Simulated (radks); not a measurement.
The numbers below are computed, except where a source is named.
The nuclear charge of the chromium ion Cr+ is varied continuously with 23 electrons held in [Ar] 3d5. Code: a radial shooting solver on a logarithmic mesh with Libxc functionals. Model: scalar-relativistic Kohn-Sham, LDA (Slater exchange, Perdew-Wang correlation), spin-polarised, spherical densities, point nucleus; open shells are filled with parallel spins first. By the Hellmann-Feynman theorem dE/dZ = E(electron-nucleus)/Z, the electronic potential at the nucleus. The scalar-relativistic energy here is not variational (the density holds large components alone), so the two differ by a part that grows with Z.

| Z | E (hartree) | E(electron-nucleus)/Z (hartree) | HOMO | e(HOMO) (eV) | <r> HOMO (bohr) |
|---|---|---|---|---|---|
| 23 | -947.09500 | -98.3193 | 3d | -1.660 | 1.926 |
| 23.2 | -966.88852 | -99.4878 | 3d | -3.033 | 1.768 |
| 23.4 | -986.91561 | -100.651 | 3d | -4.681 | 1.642 |
| 23.6 | -1007.17528 | -101.810 | 3d | -6.588 | 1.540 |
| 23.8 | -1027.66671 | -102.965 | 3d | -8.739 | 1.454 |
| 24 | -1048.38918 | -104.116 | 3d | -11.120 | 1.381 |
| 24.2 | -1069.34207 | -105.265 | 3d | -13.718 | 1.317 |
| 24.4 | -1090.52488 | -106.411 | 3d | -16.521 | 1.262 |
| 24.6 | -1111.93719 | -107.555 | 3d | -19.520 | 1.213 |
| 24.8 | -1133.57866 | -108.698 | 3d | -22.705 | 1.169 |
| 25 | -1155.44900 | -109.839 | 3d | -26.069 | 1.129 |

The central difference of E at Z = 24 is -104.188 hartree, to compare with the third column; the second derivative is -5.76 hartree.
